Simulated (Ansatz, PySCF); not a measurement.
Pair of molecules: C2H2 (SMILES C#C) (first 4 atoms) with CH3I (SMILES CI); geometry from B3LYP-D3(BJ)/def2-TZVP, rigid monomers moved along the line of their centres of mass till C1···H8 is 3.03 Å.
(charge 0, multiplicity 1):
```json
[
 {"atom": "C", "x (Å)": "-0.3668", "y (Å)": "-0.0942", "z (Å)": "0.7666"},
 {"atom": "C", "x (Å)": "-0.2625", "y (Å)": "-1.0548", "z (Å)": "0.0594"},
 {"atom": "H", "x (Å)": "-0.4479", "y (Å)": "0.7505", "z (Å)": "1.4092"},
 {"atom": "H", "x (Å)": "-0.1760", "y (Å)": "-1.9023", "z (Å)": "-0.5758"},
 {"atom": "C", "x (Å)": "1.6925", "y (Å)": "-0.7021", "z (Å)": "4.1443"},
 {"atom": "I", "x (Å)": "0.9804", "y (Å)": "1.2648", "z (Å)": "4.6743"},
 {"atom": "H", "x (Å)": "1.3314", "y (Å)": "-1.3876", "z (Å)": "4.9021"},
 {"atom": "H", "x (Å)": "1.2878", "y (Å)": "-0.9349", "z (Å)": "3.1659"},
 {"atom": "H", "x (Å)": "2.7752", "y (Å)": "-0.6570", "z (Å)": "4.1310"}
]
```

Monomers are frozen at their geometry in the pair; levels with a basis set take the counterpoise correction. Rows marked so take none.

Rows in 3-21G carry no dispersion term and start afresh at each structure; the Pople sets are all-electron and without relativity.

Codes used: Ansatz (a program for electronic structure); PySCF for 3-21G rows, the dispersion terms. Each number belongs to the level named beside it. In def2 rows elements past Kr take small-core potentials, without spin–orbit coupling.

Question: One of these levels gives -1.50 kcal/mol for the interaction energy. Name it.
A. HF/3-21G (no counterpoise)
B. HF/def2-TZVPPD
C. PBE-D3(BJ)/def2-TZVPPD

Answer: A, HF/3-21G (no counterpoise). The others give -0.73 (HF/def2-TZVPPD), -2.20 (PBE-D3(BJ)/def2-TZVPPD)
